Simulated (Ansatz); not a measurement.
Reactions of `F[Si](F)(F)I`.

Computed with Ansatz on PBE0-D4/def2-TZVP structures; ΔE is electronic, products minus reactants. CCSD(T)/CBS adds triple-zeta CCSD(T) − MP2 to the extrapolated MP2 energy (def2 sets, frozen cores). This one scheme is used for every species, atoms too. Open shells (•) are unrestricted, without spin–orbit coupling. Spin–orbit coupling would lower the free atoms: a little for F; strongly for I. Elements past krypton have def2 core potentials. For I outer-core shells are correlated without core-valence functions, so the limit isn't a true one: a few kJ/mol of doubt a bond, and 10 to 20 or more in all where bonds break to atoms. One conformer a species, not always the lowest.

**Question.** Order these by ΔE at CCSD(T)/CBS, lowest first. (Best estimate.)
A. `F[Si](F)(F)I` + `CBCCF` → `CB[Si](F)(F)F` + `FCCI`
B. `F[Si](F)(F)I` + `O[SiH](O)O` → `O[SiH](O)O[Si](F)(F)F` + HI
C. `F[Si](F)(F)I` → F• + `F[Si](F)I`•
D. `F[Si](F)(F)I` → I• + `F[Si](F)F`•
E. `F[Si](F)(F)I` + CH₃SH → `CS[Si](F)(F)F` + HI

**Answer.** B (-0.67 eV), E (+0.13 eV), A (+1.39 eV), D (+3.90 eV), C (+7.01 eV).

Largest T1 diagnostic: 0.014, for `F[Si](F)F`•.
